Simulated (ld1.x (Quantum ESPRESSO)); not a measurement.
**thulium, PAW: configuration errors across variants**

ld1.x (Quantum ESPRESSO) 7.5 input, shortened:

```
&input
   title='Tm', zed=69., rel=2, dft='PW91', iswitch=3,
   config='[Xe] 4f13 5d0 6s1 6p1', rel_dist='average'
 /
 &inputp
   pseudotype=3, lpaw=.true., tm=.true., lloc=-2, rcloc=1.25,
   nlcc=.true., new_core_ps=.true., rcore=1.05,
   which_augfun='BESSEL', rmatch_augfun=1.25
 /
8
5S  1  0   2.00   0.00  1.65  2.10  0.0
6S  2  0   1.00   0.00  1.65  2.10  0.0
5P  2  1   6.00   0.00  2.10  2.65  0.0
6P  3  1   1.00   0.00  2.10  2.65  0.0
5D  3  2   0.00   0.00  1.70  2.10  0.0
5D  3  2   0.00   0.35  1.70  2.10  0.0
4F  4  3  13.00   0.00  1.40  1.45  0.0
4F  4  3   0.00   0.75  1.40  1.45  0.0
 &test
   configts(1)='4f13 5s2 5p6 5d0 6s1 6p1'
 /
```

Open shells are filled in proportion to 2j + 1 (rel_dist='average').

All-electron excitation energies from the reference (eV): (1) 4f13 5s2 5p6 5d0 6s2 6p0 -2.861; (2) 4f13 5s2 5p6 5d0 6s1 6p0 3.638; (3) 4f13 5s2 5p6 5d0 6s0 6p0 15.777.

2 further variants failed, have other tests or another functional or relativity, and are left out.

Errors AE − PS in meV (a dash: test not solved or not reliable):

```csv
change,(1),(2),(3),bound ghosts
base,+7.7,+6.8,+2.6,not determined
local potential all-electron potential smoothed inside 1.10 bohr (lloc = -1),+14,+11,+18,not determined
"augmentation PSQ, inside the norm-conserving radii",+7.0,+3.4,+1.6,not determined
"waves 5d (bound): rcut 1.70, rcutus 2.34 bohr; 5d channel at 0.35 Ry: rcut 1.70, rcutus 2.34 bohr",+7.7,+6.8,+2.7,not determined
core correction Bessel-smoothed model core inside 1.16 bohr,+7.3,+6.5,+2.6,not determined
local potential all-electron potential smoothed inside 1.02 bohr (lloc = -2),-3.2,-3.9,+4.6,not determined
"wave 5d channel at 0.35 Ry: rcut 1.70, rcutus 2.10 bohr becomes 5d channel at 7.14 Ry: rcut 1.70, rcutus 2.10 bohr",+7.7,+6.8,+2.7,not determined
```

(1) Give the same row for: waves 5s (bound): rcut 1.65, rcutus 2.56 bohr; 6s (bound): rcut 1.65, rcutus 2.56 bohr.

Answers

(1) +0.7, +8.1, +4.8; bound ghosts: not determined.
